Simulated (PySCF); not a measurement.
# Correlation energy of C²⁺ (carbon, charge +2)

[He] 2s1 2p1, high-spin 3P determinant (an excited configuration). Calculation: PySCF 2.14, in aug-cc-pVTZ (5s4p3d2f, 46 functions); no relativity, point nucleus. Frozen: 1s2; 2 electrons correlated.

Total MP2 correlation energy: -3.34 mhartree.

Same-spin part -3.34 and opposite-spin part 0.00 mhartree; SCS-MP2 scales them by 1/3 and 6/5 to -1.11 mhartree.
